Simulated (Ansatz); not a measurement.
Reaction (ligand exchange at the Si–C bond): `O[Si@H](Cl)C[Si@H](O)Cl` + `C[SiH](O)O` → `C[Si@@H](O)O[Si@H](O)Cl` + `C[SiH](O)Cl`

Isolated molecules relaxed with PBE0-D4/def2-TZVP in Ansatz; ΔE leaves out vibrations. CCSD(T)/CBS adds triple-zeta CCSD(T) − MP2 to the extrapolated MP2 energy (def2 sets, frozen cores). DFT in def2-TZVPP. B3LYP here is the variant with VWN-RPA as its local correlation; programs differ in this. Each species was taken in one conformer, which may not be the lowest.

Is it downhill or uphill in electronic energy at CCSD(T)/CBS, and by how much? (An estimate is asked.)

Ansatz gave: Downhill: ΔE = -27.8 kcal/mol.

What do these levels give: B3LYP-D4, ωB97M-V, HF/def2-TZVPP, MP2/def2-TZVPP, CCSD/def2-TZVPP, CCSD(T)/def2-TZVPP? (An estimate is asked.)

The calculation gave: B3LYP-D4 -28.5, ωB97M-V -27.8, HF/def2-TZVPP -33.6, MP2/def2-TZVPP -27.6, CCSD/def2-TZVPP -28.7, CCSD(T)/def2-TZVPP -27.9 kcal/mol.

Largest T1 diagnostic among the species: 0.011.

From PBE to PBE0 (25 % exact exchange), in def2-TZVPP and without D4, ΔE moves by −1.2 kcal/mol. In def2-TZVPP, CCSD(T) changes the Hartree–Fock value by +5.7 kcal/mol (the triples alone add +0.8 kcal/mol) and MP2 by +5.9 kcal/mol.
